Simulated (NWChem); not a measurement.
Species: C$_{3}$H$_{3}$F$_{3}$; SMILES C=CC(F)(F)F

```xyz
9

C     -0.0099    -2.1136     0.0000
C      0.6683    -0.9698     0.0000
C      0.0114     0.3750     0.0000
F     -1.3348     0.2996     0.0000
F      0.3796     1.0939     1.0860
F      0.3796     1.0939    -1.0860
H      0.5027    -3.0706     0.0000
H     -1.0951    -2.1311     0.0000
H      1.7543    -0.9346     0.0000
```
Atoms are numbered in this order, from 1.

All runs: NWChem. Pople sets run with spherical d functions. Coordinates come from a B3LYP/6-31G* (spherical d) optimisation. Vertical excitations in the gas phase; the lowest state need not have the same character in each row.

For level PBE/6-31G*, full TDDFT:

* **lowest excitation, singlet (eV)**: 7.37
* **oscillator strength of that lowest state**: 0.003
* **lowest state with f > 0.02, singlet (eV)**: 7.71
* **oscillator strength of that bright state**: 0.245
* **orbital gap (eV)**: 5.73

Q: What are these values for level B3LYP/6-31G*, full TDDFT?

A: 
- lowest excitation, singlet (eV) = 8.00
- oscillator strength of that lowest state = 0.377
- lowest state with f > 0.02, singlet (eV) = 8.00
- oscillator strength of that bright state = 0.377
- orbital gap (eV) = 7.57
